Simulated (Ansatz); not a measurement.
Molecule: dibromo(dichloro)silane, sum formula SiBr₂Cl₂, charge 0, multiplicity 1. SMILES: Cl[Si](Br)(Br)Cl
Coordinates optimised at B3LYP-D3(BJ)/def2-TZVP (Ansatz, a quantum-chemistry and plane-wave program):
```
Si
Cl 1 2.0364
Cl 1 2.0364 2 109.07
Br 1 2.2044 2 109.45 3 -119.73
Br 1 2.2044 2 109.45 3 119.73
```

Computed values are from Ansatz. Correlated levels leave the core frozen unless marked. UHF or UKS for open shells. No spin-orbit coupling. Frozen are the shells of the preceding noble gas and the d and f shells that filled before the atom's block. Non-relativistic. CBS marks a two-point X^-3 extrapolation of the correlation energy; Hartree-Fock from the larger set.

Question: What is the T1 diagnostic at CCSD/def2-QZVPPD?

Answer: 0.009.

Question: What is the total energy at CCSD(T)/CBS(def2-TZVPPD,def2-QZVPPD)?

Answer: -6354.1942 Eh.

Question: What is the dipole moment at CCSD(T)/def2-SVPD?

Answer: 0.21 D.

Question: What is the atomisation energy De at CCSD(T)/CBS(def2-TZVPPD,def2-QZVPPD)?

Answer: 358.0 kcal/mol.
